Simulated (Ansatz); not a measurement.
C2H6GaNO, SMILES `C=N[CH2][GaH][OH]`. Total charge 0; spin multiplicity 1. Geometry: relaxed with PBE0-D4/def2-TZVP. It is one conformer, not always the lowest.

```xyz
11

C     1.749   -0.632   -0.535
N     1.070    0.122    0.213
C    -0.082   -0.406    0.877
Ga   -1.694    0.497    0.136
O    -1.351    1.817   -1.016
H     1.519   -1.697   -0.683
H     2.609   -0.225   -1.065
H    -0.049   -0.127    1.936
H    -0.173   -1.502    0.819
H    -3.197    0.204    0.423
H    -0.402    1.949   -1.104
```

Q: What is the dipole moment at B3LYP/def2-TZVPP? (Best estimate.)

A: Ansatz gave: 2.58 D, with components (0.94, -2.29, 0.75) D in this frame, pointing from negative to positive charge.

Q: And with PBE, r2SCAN, ωB97M-V? (Best estimate.)

A: The calculation gave: PBE 2.34 D, r2SCAN 2.46 D, ωB97M-V 2.65 D.

Q: Give the Mulliken charges with B3LYP, PBE, r2SCAN in def2-TZVPP. (Best estimate.)

A: The calculation gave: 
```
atom  B3LYP    PBE  r2SCAN
  C1  -0.11  -0.10   -0.01
  N2  -0.23  -0.20   -0.29
  C3  -0.14  -0.13   -0.10
 Ga4   0.41   0.32    0.42
  O5  -0.43  -0.38   -0.44
  H6   0.06   0.05    0.04
  H7   0.12   0.10    0.08
  H8   0.11   0.11    0.08
  H9   0.07   0.06    0.05
 H10  -0.03  -0.02   -0.04
 H11   0.18   0.18    0.20
```

B3LYP here is the variant with VWN-RPA as its local correlation; programs differ in this.
